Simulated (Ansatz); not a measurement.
Mulliken charges of BrGeH3O, SMILES `[OH][GeH2][Br]` from r2SCAN/def2-TZVPP in Ansatz (PBE0-D4/def2-TZVP geometry).

| atom | x (Å) | y (Å) | z (Å) | charge (e) |
| --- | --- | --- | --- | --- |
| O1 | -0.530 | -1.324 | 0.113 | -0.425 |
| Ge2 | 0.368 | 0.197 | 0.142 | 0.536 |
| Br3 | -1.113 | 1.956 | -0.083 | -0.315 |
| H4 | -1.031 | -1.451 | -0.696 | 0.197 |
| H5 | 1.336 | 0.296 | -1.045 | -0.008 |
| H6 | 1.012 | 0.262 | 1.524 | 0.015 |

Question: By hand: the dipole of these point charges (1 e Å = 4.8032 D).

Answer: Σ q r = (0.574, -0.232, -0.052) e Å, of length 0.621 e Å = 2.98 D.

Question: How does the dipole of the full density compare? (Best estimate.)

Answer: Ansatz gave: (0.217, -0.139, -0.191) e Å, 1.54 D; the point charges give 1.94 times that, at 33° from its direction.

Point charges leave out the atoms' own dipoles, such as those of lone pairs, and Mulliken's split depends on the basis, so the two needn't agree.
